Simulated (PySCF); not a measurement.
## S⁵⁺: ionisation energy

S⁵⁺ [Ne] 3s1 (2S) → S⁶⁺ [Ne] (1S), as a difference of total energies. Calculation: PySCF 2.14, in an uncontracted even-tempered set (18 s from 0.13 bohr⁻², ratio 2.5; 12 p from 0.17 bohr⁻², ratio 2.5; 5 d from 0.94 bohr⁻², ratio 2.7; 5 f from 1.4 bohr⁻², ratio 2.7); no relativity, point nucleus. Correlated levels: outer shells: 1s2 frozen; virtual orbitals above 40 to 60 times the deepest correlated orbital energy dropped. The calculations carry no spin-orbit coupling.

```tsv
method	ionisation energy (eV)	error (eV)
UHF	87.332	-0.721
LDA	88.425	+0.372
PBE	88.535	+0.482
PBE0	88.308	+0.255
r2SCAN	87.688	-0.365
r2SCAN0	87.747	-0.306
PBEsol	88.177	+0.124
MP2 (outer shells)	87.775	-0.278
SCS-MP2 (outer shells)	87.690	-0.363
```

Reference: 88.053 eV (measured; NIST Atomic Spectra Database, ionization energies).
